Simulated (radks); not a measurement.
Question: Species: Pb69+. Configuration: [Ne] 3s2 3p1. Calculated with a radial shooting solver on a logarithmic mesh with Libxc functionals: scalar-relativistic Kohn-Sham, PBEsol, spin-polarised, spherical densities, finite nucleus; open shells are filled with parallel spins first (spin-orbit coupling, left out, can overturn this in heavy ions); Fermi nuclear charge, rms radius 5.5012 fm. Some entries of the table are withheld. Estimate them.

orbital,occ.,eigenvalue (hartree),<r^2> (bohr^2)
1s up,1,-3463.763,0.0003572
1s down,1,-3463.591,0.0003572
2s up,1,(1),0.005286
2s down,1,(2),0.005284
2p up,3,-715.5977,0.004462
2p down,3,-715.4135,0.004460
3s up,1,(3),0.02961
3s down,1,(4),0.02963
3p up,1,-301.0373,(5)
3p down,0,-300.3830,(6)

Answer: 
(1) 2s up eigenvalue (hartree): -796.1173
(2) 2s down eigenvalue (hartree): -795.9781
(3) 3s up eigenvalue (hartree): -324.5677
(4) 3s down eigenvalue (hartree): -323.9061
(5) 3p up <r^2> (bohr^2): 0.02942
(6) 3p down <r^2> (bohr^2): 0.02945
